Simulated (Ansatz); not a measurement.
Abridged output of a molecular run in Ansatz:

```
Functional definition: HF
3389 factors; integrals over basis functions are off by at most 9.2e-4 eV
mean field evaluation 1: about -147773.7672 eV, gradient 5.5e1 eV
mean field evaluation 2: about -147774.1774 eV, gradient 5.5e1 eV
mean field evaluation 4: about -147782.2361 eV, gradient 5.4e0 eV
mean field evaluation 8: about -147782.3526 eV, gradient 3.7e-1 eV
mean field -147782.35327012 eV, -5430.9013122002 hartree, gradient 3.3e-6 eV, S^2 0.000000; 0 other end points of the search recorded, 0 dependent functions left out
26 core orbitals not correlated: weight in the atoms' cores, before any rotation towards them, 1.000 or more for the frozen orbitals, at most 0.000 for the correlated occupied ones
reference -147782.35327012 eV, -5430.9013122002 hartree; 40, 40 occupied and 502, 502 virtual orbitals, 3389 factors
second order -50.70313951 eV of doubles, -0.00000000 eV of singles
cycle   1  -51.58037194 eV  change   -8.8e-1 eV  update   1.4e-1
cycle   2  -52.75338447 eV  change    -1.2e0 eV  update   3.9e-2
cycle   3  -52.95617731 eV  change   -2.0e-1 eV  update   1.8e-2
cycle   4  -52.93831782 eV  change    1.8e-2 eV  update   3.9e-3
cycle   5  -52.93799534 eV  change    3.2e-4 eV  update   1.6e-3
cycle   6  -52.93840335 eV  change   -4.1e-4 eV  update   4.3e-4
cycle   7  -52.93813170 eV  change    2.7e-4 eV  update   1.8e-4
cycle   8  -52.93812674 eV  change    5.0e-6 eV  update   5.8e-5
perturbative correction -2.15304785 eV, -0.0791230493 hartree
Total energy: -147837.44444472 eV, -5432.9258755243 hartree
```

Its atoms:

Cartesian coordinates in Å:
```
C 0.0401 2.2876 1.7351
C 1.4327 1.7182 1.5146
B 1.6314 0.5103 0.5256
C 3.0421 -0.1215 0.2509
Br 0.2459 -1.0848 1.0077
B -0.5724 -0.7249 -0.9827
C -0.1561 -1.9201 -1.9099
C -2.0506 -0.2054 -0.8284
C -3.0244 -1.2866 -0.3684
Br 0.7073 0.9683 -1.3934
H -0.6407 1.5285 2.1273
H 0.0564 3.1163 2.4466
H -0.3874 2.6615 0.8019
H 1.8559 1.3935 2.4757
H 2.1064 2.5126 1.1637
H 3.4705 -0.4951 1.1872
H 3.7244 0.6421 -0.1378
H 3.0256 -0.9482 -0.4610
H 0.9140 -2.1326 -1.9016
H -0.4474 -1.7055 -2.9441
H -0.6793 -2.8329 -1.6065
H -2.0981 0.6529 -0.1523
H -2.3599 0.1715 -1.8132
H -2.7440 -1.6812 0.6124
H -4.0415 -0.8971 -0.2840
H -3.0508 -2.1276 -1.0655
```

Q: Which basis set was used?
A. def2-TZVPP
B. cc-pV(Q+d)Z
C. def2-SVP
D. def2-TZVPPD

A: A. It gives 568 functions.

Q: Write the keys of the input that set method, charge and spin (a neutral closed shell needs none for the last two).

A: 
```yaml
correlation: {method: ccsd_t}
```
